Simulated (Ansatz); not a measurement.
Cost and result for the atomization energy of C₂H₄B₂O (`BC#CBO`) (9 atoms, 8 bonds).

```tsv
atom	x (Å)	y (Å)	z (Å)
B1	-1.496	-1.339	-1.555
C2	-0.638	-0.508	-0.663
C3	0.071	0.161	0.074
B4	0.913	1.067	0.949
O5	1.769	0.521	1.841
H6	-1.090	-1.670	-2.628
H7	-2.584	-1.667	-1.192
H8	0.802	2.256	0.831
H9	2.253	1.180	2.344
```

Total charge 0; spin multiplicity 1. The structure was optimised at the PBE0-D4/def2-TZVP level. It is one conformer, not always the lowest. Program: Ansatz. All runs use 2 threads of an Arm Neoverse V1 on a shared host. Times are those of one run each, without the atoms' runs, and a repeat can differ threefold. Electronic energies, without spin–orbit coupling; frozen cores. CCSD(T)/CBS adds CCSD(T) − MP2 in def2-TZVPP to the MP2 limit, and its time is that of the two runs behind it. T1 = 0.016. B3LYP takes the VWN-RPA correlation (the form of Gaussian; ORCA's B3LYP/G). HSE06 is the plane-wave form, built on full-range PBE exchange.

CCSD(T)/CBS is a level of theory with its own doubt, some kJ/mol a heavy atom from the limit and from the frozen cores, so smaller differences don't rank the functionals.

```
                            level  functions  wall time
             revPBE-D4/def2-TZVPP        211      2.1 s
               BLYP-D4/def2-TZVPP        211      2.2 s
  PBE-D4/def2-TZVPP (with forces)        211      2.6 s
               PBE0-D4/def2-TZVPP        211      2.8 s
              HSE06-D4/def2-TZVPP        211      3.1 s
B3LYP-D4/def2-TZVPP (with forces)        211      4.4 s
                 CCSD(T)/def2-SVP         90      4.8 s
              PBE-QIDH/def2-TZVPP        211      6.5 s
                B97M-V/def2-TZVPP        211      9.5 s
 ωB97M-V/def2-TZVPP (with forces)        211       12 s
                   MP2/def2-QZVPP        405       21 s
               CCSD(T)/def2-TZVPP        211       90 s
                CCSD(T)/CBS(def2)          –      110 s
```

Q: What atomization energy does each give, and how far from CCSD(T)/CBS? (An estimate is asked.)

A: The calculation gave: 
```
                            level  atomization (kJ/mol)  difference from CCSD(T)/CBS  per bond
             revPBE-D4/def2-TZVPP                3872.4                         31.5       3.9
               BLYP-D4/def2-TZVPP                3896.1                         55.2       6.9
  PBE-D4/def2-TZVPP (with forces)                3981.0                        140.1      17.5
               PBE0-D4/def2-TZVPP                3892.5                         51.6       6.4
              HSE06-D4/def2-TZVPP                3896.6                         55.7       7.0
B3LYP-D4/def2-TZVPP (with forces)                3884.3                         43.4       5.4
                 CCSD(T)/def2-SVP                3696.4                       -144.5     -18.1
              PBE-QIDH/def2-TZVPP                3858.5                         17.6       2.2
                B97M-V/def2-TZVPP                3892.6                         51.7       6.5
 ωB97M-V/def2-TZVPP (with forces)                3880.4                         39.5       4.9
                   MP2/def2-QZVPP                3921.9                         81.0      10.1
               CCSD(T)/def2-TZVPP                3751.6                        -89.3     -11.2
                CCSD(T)/CBS(def2)                3840.9                          0.0       0.0
```

At CCSD(T), def2-SVP lies −144.6 kJ/mol from the extrapolated value and def2-TZVPP −89.4 kJ/mol: correlation converges slowly with the basis, and small sets miss more of it in the bonded molecule than in its fragments. From PBE to PBE0 (25 % exact exchange), in def2-TZVPP and without D4, the atomization energy moves by −86.4 kJ/mol: exact exchange takes away binding that semilocal exchange gives to molecules. The D4 term adds +21.1 kJ/mol with B3LYP and +11.0 kJ/mol with PBE0; it sums over pairs of atoms, weighted by their polarisabilities, and B3LYP, whose exchange is more repulsive, gets the larger term.
